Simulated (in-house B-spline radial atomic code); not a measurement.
Settings and results of a run for V IV (V3+) (with a hole in an inner shell). Computed with a radial B-spline atomic code at the basis-set limit: Dirac-Hartree-Fock, average of configuration, Fermi nucleus of rms radius 3.6002 fm.

Command:
```bash
python run_scf.py task.json out
```
Settings (nuclear radius in fm, mass in u):
```
Z                23
configuration    1s2 2s2 2p6 3s1 3p6 3d3
hamiltonian      dirac
method           hf
spin_polarised   False
nucleus          fermi
rms_radius       3.6002
atomic_mass      50.94396
speed_of_light   137.035999084
```

Output (hartree, bohr):
```
 radial grid: 68 intervals, B-splines of order 8, outer radius 18.6486 bohr

 iter        energy (Eh)    residual
    1       -934.1424825    5.01e-01
    2       -941.7818599    2.86e-01
    3       -943.5314437    8.59e-02
    4       -943.7291790    2.48e-02
    5       -943.7443119    1.19e-02
    6       -943.7483768    1.21e-03
    7       -943.7484049    7.36e-05
    8       -943.7484051    2.02e-05
    9       -943.7484051    6.15e-07
   10       -943.7484051    3.12e-08

 total energy                     -943.748405
 kinetic                            954.56878
 electron-nucleus                 -2223.67490
 electron-electron                  325.35771

 first-order corrections (not in the total)
   Gaunt                            0.33545
   retardation                     -0.02854
   frequency dependence            -0.00063
   self-energy                      0.22062
   Uehling                         -0.01744
   Wichmann-Kroll                   0.00008
   recoil                           0.00799

 orbital      occ     eigenvalue          <r>       <r^2>       <1/r>     <1/r^3>       <r^4>       r_max    small
 1s1/2      2.000     -204.44512    0.0663862  0.00592722     22.8472           - 9.06935e-05     0.04351  6.81e-03
 2s1/2      2.000      -25.56371     0.306215    0.110846     4.84154           -   0.0216069      0.2547  1.22e-03
 2p1/2      2.000      -21.67955     0.270936   0.0903585     4.75912           -   0.0166822      0.2065  1.19e-03
 2p3/2      4.000      -21.41271     0.273611   0.0920157     4.69477     305.134   0.0172431      0.2087  1.17e-03
 3s1/2      1.000       -4.58515     0.931751    0.996397     1.50327           -     1.57171      0.8131  2.55e-04
 3p1/2      2.000       -3.29056     0.989825     1.14462     1.37408           -     2.21277      0.8354  2.20e-04
 3p3/2      4.000       -3.25632     0.997063     1.16115     1.36099     35.6239     2.27573      0.8416  2.18e-04
 3d3/2      1.200       -1.72556      1.14914     1.62353     1.10541     3.29145     5.41524       0.851  1.51e-04
 3d5/2      1.800       -1.72269      1.15164     1.63033     1.10271     3.25532     5.45748      0.8529  1.51e-04
```

Cost of the run: 1.1 s on 1 thread of Arm Neoverse V1, on a shared host.

For the Dirac Hamiltonian the kinetic term is c α·p + (β - 1)c².
